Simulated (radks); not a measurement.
The numbers below are computed, except where a source is named.
Species: Ru3+. Configuration: [Ar] 3d10 4s1.75 4p6 4d5 5p0.25 (fractional occupations, a model configuration).

Code: a radial shooting solver on a logarithmic mesh with Libxc functionals. Model: scalar-relativistic Kohn-Sham, PBE, spin-polarised, spherical densities, point nucleus; open shells are filled with parallel spins first (spin-orbit coupling, left out, can overturn this in heavy ions).

Energy parts (hartree):
total: -4528.08531
kinetic: 4682.65737
electron-nucleus: -10867.84992
Hartree: 1789.52814
exchange-correlation: -132.42090

Orbitals (lengths in bohr, moments of r in powers of bohr):
| orbital | occ. | eigenvalue (hartree) | <1/r> |
|---|---|---|---|
| 1s up | 1 | -807.5869 | 45.88 |
| 1s down | 1 | -807.5847 | 45.88 |
| 2s up | 1 | -117.3237 | 10.37 |
| 2s down | 1 | -117.2913 | 10.37 |
| 2p up | 3 | -105.2179 | 10.05 |
| 2p down | 3 | -105.1930 | 10.06 |
| 3s up | 1 | -21.80753 | 3.596 |
| 3s down | 1 | -21.78922 | 3.595 |
| 3p up | 3 | -17.83154 | 3.423 |
| 3p down | 3 | -17.81082 | 3.423 |
| 3d up | 5 | -11.43912 | 3.195 |
| 3d down | 5 | -11.40808 | 3.196 |
| 4s up | 1 | -4.21423 | 1.355 |
| 4s down | 0.75 | -4.05529 | 1.365 |
| 4p up | 3 | -3.09746 | 1.218 |
| 4p down | 3 | -2.93064 | 1.226 |
| 4d up | 5 | -1.49018 | 0.9335 |
| 4d down | 0 | -1.32362 | 0.9257 |
| 5s up | 0 | -1.11467 | 0.5256 |
| 5s down | 0 | -1.00886 | 0.5136 |
| 5p up | 0.25 | -0.85691 | 0.4489 |
| 5d up | 0 | -0.52344 | 0.3285 |
| 4f up | 0 | -0.40413 | 0.3226 |

The highest occupied level is 5p up at -23.318 eV. The configuration is held as typed, so some empty levels lie below it. The density falls to 0.001 e/bohr^3 at r = 3.41 bohr. Summed over all electrons, <r^2> = 27.77 bohr^2, which gives a Langevin (diamagnetic) susceptibility term of -22 x 10^-6 cm^3/mol.
